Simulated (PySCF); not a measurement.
**Potential energy of BeO along the bond**

Set-up: PySCF, no relativity, basis sets Be aug-cc-pVDZ, O aug-cc-pVDZ. Energies in eV from Be + O in their ground configurations at the same level. State: ¹Σ⁺ (singlet), closed shell.

All columns are B3LYP. A positive dipole means Be(−)O(+).

| R (Å) | E (eV) | μ (D) | Mulliken charge on Be (basis-dependent) | HOMO (eV) | LUMO (eV) | Mayer bond order | ⟨S²⟩ |
| --- | --- | --- | --- | --- | --- | --- | --- |
| 1.152 | -3.292 | -6.04 | -0.02 | -7.80 | -4.07 | 2.54 | 0.00 |
| 1.206 | -3.955 | -6.17 | 0.03 | -7.61 | -4.20 | 2.51 | 0.00 |
| 1.260 | -4.330 | -6.29 | 0.07 | -7.43 | -4.32 | 2.48 | 0.00 |
| 1.300 | -4.467 | -6.37 | 0.10 | -7.32 | -4.40 | 2.46 | 0.00 |
| 1.340 | -4.507 | -6.44 | 0.14 | -7.22 | -4.48 | 2.43 | 0.00 |
| 1.380 | -4.471 | -6.50 | 0.17 | -7.13 | -4.56 | 2.40 | 0.00 |
| 1.434 | -4.330 | -6.56 | 0.22 | -7.02 | -4.66 | 2.36 | 0.00 |
| 1.501 | -4.049 | -6.62 | 0.28 | -6.92 | -4.78 | 2.29 | 0.00 |
| 1.581 | -3.614 | -6.66 | 0.35 | -6.82 | -4.92 | 2.19 | 0.00 |
| 1.688 | -2.958 | -6.65 | 0.43 | -6.74 | -5.07 | 2.05 | 0.00 |

A fit through these points gives, at Re = 1.339 Å, μ = -6.44 D and dμ/dR = -1.62 D/Å; the reduced mass is 5.764 u.

Task: How strong is the fundamental in the double-harmonic approximation, I = 42.26·(dμ/dR)²/μred km/mol?

Result: I = 42.26·(-1.62)²/5.764 = 19.2 km/mol at B3LYP.
